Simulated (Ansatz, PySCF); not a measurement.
The pair A = N2 (SMILES N#N) (first 2 atoms), B = H2S (SMILES S); geometry from B3LYP-D3(BJ)/def2-TZVP.
(charge 0, multiplicity 1):
```xyz
5

N      0.4077    -0.8573    -0.5943
N      0.1869     0.0719    -0.0674
S     -0.3678     0.4429     3.6621
H     -0.4159     1.0436     2.4629
H      0.9579     0.6268     3.7671
```

Cores are frozen in the correlated methods. CBS: X⁻³ extrapolation of the correlation energy, Hartree–Fock from the larger set. MP2 and its Hartree–Fock in aug-cc-pV(Q+d)Z are density fitted.

Run with Ansatz (a program for electronic structure); PySCF for the dispersion terms. 

The monomers are drawn apart, rigid, along the line of their centres of mass. Counterpoise-corrected interaction energies (kcal/mol):

```
level                                                                 R = 5.212 Å  R = 6.322 Å
--------------------------------------------------------------------  -----------  -----------
PBE/def2-TZVPPD                                                           -0.1916      -0.0533
PBE-D3(BJ)/def2-TZVPPD                                                    -0.3295      -0.0944
wB97M-V/def2-TZVPPD                                                       -0.2345      -0.0775
MP2/CBS(aug-cc-pV(T+d)Z, aug-cc-pV(Q+d)Z) + ΔCCSD(T)/aug-cc-pV(T+d)Z      -0.2510      -0.0808
```

Q: R is the distance of the centres of mass. Find the local exponent m of E ∝ R⁻ᵐ between the two points.

A: 
m = ln(E₁/E₂)/ln(R₂/R₁): PBE/def2-TZVPPD 6.6; PBE-D3(BJ)/def2-TZVPPD 6.5; wB97M-V/def2-TZVPPD 5.7; MP2/CBS(aug-cc-pV(T+d)Z, aug-cc-pV(Q+d)Z) + ΔCCSD(T)/aug-cc-pV(T+d)Z 5.9. For scale, two fixed dipoles give m = 3, dipole and quadrupole 4, quadrupoles 5, and dispersion or dipole-induced dipole 6 at long range; at these distances several terms mix, and what is left of overlap and damping shifts m, so it need not match one of them.
